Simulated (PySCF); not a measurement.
Cl₂H₂OSi, SMILES O[SiH](Cl)Cl. Atoms are numbered in the order given.

```xyz
6

Si     0.4303     0.4012     0.0000
O     -0.2794     1.8796     0.0000
Cl    -0.1305    -0.6822     1.6547
Cl    -0.1305    -0.6822    -1.6547
H      1.8876     0.6109     0.0000
H     -1.2408     1.9293     0.0000
```

Coordinates come from a PBE0-D3(BJ)/def2-SVP optimisation. The values are those of a single conformer.

Level of theory: PySCF with ωB97X/def2-TZVPD.

The molecule is in vacuum.

The total energy comes out as -1286.52549 hartree. The point group is Cs and the highest occupied level is -11.69 eV. The lowest empty level comes out as 1.36 eV. The orbital gap comes out as 13.05 eV, the dipole moment is 0.90 D and the quadrupole, principal values (traceless, Buckingham form, about the centre of nuclear charge) is -3.85, -3.37, 7.22 D·Å. The mean static polarisability is 56.2 bohr³ (8.33 Å³) and the polarisability, principal values comes out as 50.0, 55.2, 63.3 bohr³.
